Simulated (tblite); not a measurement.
C6H8NO (doublet state).
Structure used (GFN2-xTB), in Å, numbered top down from 1:
```
atom  x, y, z in Å
C1     3.118    0.475   -1.253
C2     2.285    0.009   -0.386
C3     1.445   -0.436    0.514
C4     0.047   -0.009    0.593
C5    -0.946   -1.099   -0.181
O6    -0.417   -2.098   -0.602
N7    -2.144   -0.682   -0.198
C8    -2.766    0.470    0.324
H9     3.732    1.341   -1.059
H10    3.243    0.007   -2.217
H11    1.759   -1.222    1.190
H12   -0.132    0.939    0.089
H13   -0.337   -0.004    1.611
H14   -2.405    1.394   -0.144
H15   -2.661    0.551    1.413
H16   -3.829    0.373    0.096
```

Computed geometry: GFN2-xTB, gas phase. This method treats the open shell by occupation alone, without spin polarisation.

Take the most abundant isotopes and a rigid rotor. The values belong to one conformer with, in the numbering `[CH2:1]=[C:2]=[CH:3][CH2:4][C:5](=[O:6])[N:7][CH3:8]`, C2–C3–C4–C5 97°, C3–C4–C5–O6 5°, C4–C5–N7–C8 -2°.

(1) What are A, B and C (cm⁻¹)?

(2) What kind of rotor is it?

(3) What does the inertial defect say?

(4) Estimate the classical rotational partition function at 25 K, 100 K and 500 K.

## Answers

(1) Ia = 118.48, Ib = 475.90, Ic = 528.16 u·Å²; 505379 MHz·u·Å²/I gives 4266, 1062 and 956.9 MHz, that is A = 0.14229, B = 0.03542, C = 0.03192 cm⁻¹.

(2) A near-prolate asymmetric top. Ray's parameter κ = (2B − A − C)/(A − C) = -0.936; −1 is the prolate and +1 the oblate limit.

(3) Not planar: Δ = Ic − Ia − Ib = -66.22 u·Å². For a rigid frame Δ = −2 Σ m c², so Σ m c² = 33.11 u·Å² lies off the ab plane: 10.10 from hydrogen and 23.01 from heavier atoms. The atom farthest from that plane is 1.77 Å away.

(4) Point group C1, symmetry number σ = 1; q = (√π/σ)·√((kT/h)³/(ABC)), k/h = 20836.6 MHz/K: 10100 at 25 K, 81000 at 100 K, 905000 at 500 K.

For this open shell read J as N, the rotation without spin; fine and hyperfine splittings come on top. Its lowest GFN2-xTB frequency is 7 cm⁻¹, too small to tell a flat minimum from a shallow saddle. Zero-point vibration and centrifugal distortion are left out.
